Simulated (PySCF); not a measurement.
Ligand exchange on a metal centre used in film growth or etching (Y F-OH). Gas-phase values, no solvent. One relaxed conformer stands for each flexible species; it need not be the lowest.

Computed with B3LYP-D3(BJ)/def2-TZVP // TPSS-D3(BJ)/def2-SVP run with PySCF 2.14.0. B3LYP has the VWN-RPA correlation part, as in Gaussian. 

```tsv
species	coordination number	charge on the central atom (Mulliken) (e)	LUMO (eV)	HOMO (eV)
0 of 3 F replaced by OH ([Y(F)3])	?	1.58	-2.81	?
1 of 3 F replaced by OH ([Y(F)2(OH)])	3	1.55	-2.41	?
2 of 3 F replaced by OH ([Y(F)(OH)2])	3	1.53	-2.04	-8.11
3 of 3 F replaced by OH ([Y(OH)3])	3	1.51	?	-7.59
```

Task: Complete the blanks.

Result: 
- 0 of 3 F replaced by OH ([Y(F)3]), coordination number: 3
- 0 of 3 F replaced by OH ([Y(F)3]), HOMO (eV): -10.24
- 1 of 3 F replaced by OH ([Y(F)2(OH)]), HOMO (eV): -8.50
- 3 of 3 F replaced by OH ([Y(OH)3]), LUMO (eV): -1.69
